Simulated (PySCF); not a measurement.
**Working out the ionisation energy of Ir⁺**

Ir⁺ [Xe] 4f14 5d7 6s1 (5F) → Ir²⁺ [Xe] 4f14 5d7 (4F). Computed with PySCF 2.14 in aug-cc-pVDZ-PP with ECP60MDF (5s5p4d2f, 54 functions), with scalar relativity through the core potential. Frozen: 5s2 5p6. Energies in hartree (1 hartree = 27.21139 eV):

```tsv
part	Ir⁺ (lower)	Ir²⁺ (upper)
UHF	-103.362342	-102.763244
CCSD correlation	-0.152599	-0.119551
(T)	-0.002955	-0.002134
```

Task: What does Hartree-Fock give?

Result: (-102.763244) − (-103.362342) = 0.599098 hartree = 16.302 eV.

Task: What do CCSD and CCSD(T) give?

Result: The CCSD correlation energies differ by 0.033048 hartree = 0.899 eV and the triples by 0.000821 hartree = 0.022 eV, so CCSD gives 17.201 eV and CCSD(T) 17.223 eV.

Reference: 17 ± 0.3 eV (semi-empirical (NIST evaluation); NIST Atomic Spectra Database, ionization energies), between the lowest levels; spin-orbit coupling is absent from the calculation.

A double-zeta basis recovers only part of the correlation energy.

What remains against the reference includes basis incompleteness, the frozen core and higher excitations.
